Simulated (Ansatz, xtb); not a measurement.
Two isomers of C4H3ClOSe

We compare X, `Oc1c[se]cc1Cl`, a singlet, with Y, `Oc1c[se]c(Cl)c1`, a singlet. Both are isolated molecules in the gas phase, relaxed with B3LYP-D3(BJ)/def2-SVP; the shapes shown needn't be the lowest conformers.

X (Å):

```xyz
10

C     1.6450   -0.7915   -1.9351
C     2.8318   -0.2060   -2.2854
C     1.3684    1.2278   -0.6889
C     0.8443    0.0215   -1.0462
Cl   -0.7025   -0.5857   -0.5054
O     1.2483   -2.0058   -2.3682
Se    3.0380    1.4797   -1.4906
H     0.3782   -2.1945   -1.9814
H     3.5893   -0.6305   -2.9401
H     0.9180    1.9705   -0.0347
```

Y (Å):

```csv
atom,x (Å),y (Å),z (Å)
C,1.8775,-0.8548,-1.3469
C,2.5073,-0.6364,-2.5439
C,0.7628,1.1468,-1.8873
C,0.9025,0.1381,-0.9757
Cl,-0.3100,2.4906,-1.7586
O,2.1654,-1.9370,-0.5777
Se,1.8983,0.9338,-3.3698
H,1.6236,-1.9181,0.2206
H,3.2695,-1.2661,-2.9973
H,0.3223,0.0975,-0.0515
```

**Question.** Estimate E(Y) − E(X) at the level CCSD(T)/def2-SVP + ΔMP2/def2-TZVPP.

**Answer.** Calculated at CCSD(T)/def2-SVP + ΔMP2/def2-TZVPP: E(Y) − E(X) = +0.185 eV, so structure X lies lower.

Level by level:

| level | geometry | E(Y) − E(X) (eV) | departure from the last row (eV) | job, with rough time for the two |
| --- | --- | --- | --- | --- |
| GFN2-xTB | GFN2-xTB | +0.160 | −0.025 | optimisation, 0.27 s |
| HF/STO-3G | GFN2-xTB | +0.170 | −0.015 | single point, 1.2 s |
| r2SCAN-D4/def2-SVP | GFN2-xTB | +0.206 | +0.021 | single point, 5.4 s |
| B3LYP-D3(BJ)/def2-SVP | B3LYP-D3(BJ)/def2-SVP | +0.196 | +0.011 | optimisation, 54 s |
| HF/def2-SVP | B3LYP-D3(BJ)/def2-SVP | +0.173 | −0.012 | part of the CCSD(T) run |
| MP2/def2-SVP | B3LYP-D3(BJ)/def2-SVP | +0.185 | 0.000 | part of the CCSD(T) run |
| CCSD(T)/def2-SVP | B3LYP-D3(BJ)/def2-SVP | +0.186 | +0.001 | single point |
| CCSD(T)/def2-SVP + ΔMP2/def2-TZVPP | B3LYP-D3(BJ)/def2-SVP | +0.185 |  | single point, 2 min |

As drawn, both hold the same kinds of bond in the same numbers.

The levels shown agree on the order. The largest departure from CCSD(T)/def2-SVP + ΔMP2/def2-TZVPP is that of GFN2-xTB, 0.025 eV. The last row adds to CCSD(T) the change of the MP2 difference between the two basis sets, here −0.001 eV.

With thermal terms from frequencies at re-optimised GFN2-xTB minima (ideal gas, soft modes damped towards free rotors, one conformer each, 298.15 K, 1 atm): on the last row, ΔE + ΔZPE = +0.186, ΔH = +0.191, ΔG = +0.181 eV.

The correlated steps freeze 19 core orbitals; the filled d shell of Se is correlated, in a basis made for valence electrons. Run with Ansatz 0.2.0, xtb 6.7.1; the last row on 2 threads of Intel(R) Xeon(R) Processor @ 2.70GHz on a shared host.
